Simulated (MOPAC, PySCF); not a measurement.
CH5BSi, SMILES `C=B[SiH3]`, neutral singlet in the gas phase. 

Cartesian coordinates (Å):
SMILES: [SiH3]B=C
```xyz
8

C      1.8824     0.0542    -0.1796
B      0.5078    -0.0305    -0.0631
Si    -1.4540    -0.0742     0.1284
H      2.4337     0.9669     0.0332
H      2.5050    -0.7809    -0.4899
H     -1.8361     1.2915     0.5804
H     -2.1408    -0.3665    -1.1555
H     -1.8980    -1.0605     1.1461
```
Charge 0, spin multiplicity 1.

All levels are single points at this geometry (r2SCAN-D4/def2-TZVP); Pople sets use spherical d functions. Orbital energies aren't observables, and empty levels follow the basis.

M06-2X/6-31G* in PySCF gives HOMO (eV) = -7.52.

Question: Estimate the HOMO (eV) from each of these levels: r2SCAN-D4/def2-TZVP in PySCF; BP86/6-31G* in PySCF; HF/STO-3G in PySCF; PM6 in MOPAC; PM7 in MOPAC.

Answer: 
```csv
level,HOMO (eV)
r2SCAN-D4/def2-TZVP in PySCF,-5.88
BP86/6-31G* in PySCF,-5.38
HF/STO-3G in PySCF,-6.80
PM6 in MOPAC,-8.80
PM7 in MOPAC,-9.58
```
